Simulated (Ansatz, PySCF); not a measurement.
System: SnF₃, charge 0, multiplicity 2. SMILES: [Sn]([F])([F])[F]
Structure (B3LYP-D3(BJ)/def2-TZVP (Ansatz, a program for electronic structure) minimum search):
```xyz
4

Sn    -0.1353    -0.2000    -0.1024
F     -1.1552     1.4321    -0.0264
F      0.4520    -0.5390     1.7003
F      1.4550     0.2183    -1.1051
```
Charge 0, spin multiplicity 2.

Wanted: atomisation energy, in kcal/mol. Set-up: atomisation electronic, to ground-state atoms; LANL2DZ with its own core potentials from Na on; six Cartesian d functions in 6-31G* and its kin unless marked 5d; def2 sets with scalar-relativistic core potentials past Kr; UHF or UKS for open shells; spin-orbit terms left out; STO-3G and 3-21G all-electron and non-relativistic; no dispersion term unless named. First-principles rows: single points at B3LYP-D3(BJ) geometries (Ansatz).

```json
[
 {"level": "HF/3-21G", "program": "Ansatz", "atomisation energy (kcal/mol)": "164.4"},
 {"level": "HF/LANL2DZ", "program": "Ansatz", "atomisation energy (kcal/mol)": "167.0"},
 {"level": "SVWN5/6-31G* with LANL2DZ past Ar", "program": "Ansatz", "atomisation energy (kcal/mol)": "373.3"},
 {"level": "PBE/STO-3G", "program": "Ansatz", "atomisation energy (kcal/mol)": "325.9"},
 {"level": "PBE/def2-SVP", "program": "Ansatz", "atomisation energy (kcal/mol)": "309.2"},
 {"level": "BP86/def2-SVP", "program": "PySCF", "atomisation energy (kcal/mol)": "305.9"},
 {"level": "B3LYP/6-31G* with LANL2DZ past Ar", "program": "Ansatz", "atomisation energy (kcal/mol)": "309.1"},
 {"level": "r2SCAN-D4/def2-TZVPD", "program": "Ansatz + dftd4", "atomisation energy (kcal/mol)": "307.4"},
 {"level": "wB97M-V/def2-TZVPD", "program": "Ansatz", "atomisation energy (kcal/mol)": "300.8"},
 {"level": "wB97X-V/def2-TZVPD", "program": "Ansatz", "atomisation energy (kcal/mol)": "305.3"}
]
```

No value to compare with is used here. The 7 habitual levels span 164.4 (HF/3-21G) to 373.3 kcal/mol (SVWN5/6-31G* with LANL2DZ past Ar); wB97X-V/def2-TZVPD gives 305.3.

The levels are drawn from those run, B3LYP/6-31G* more often than the rest, none by its result; runs whose electronic state is in doubt are left out.
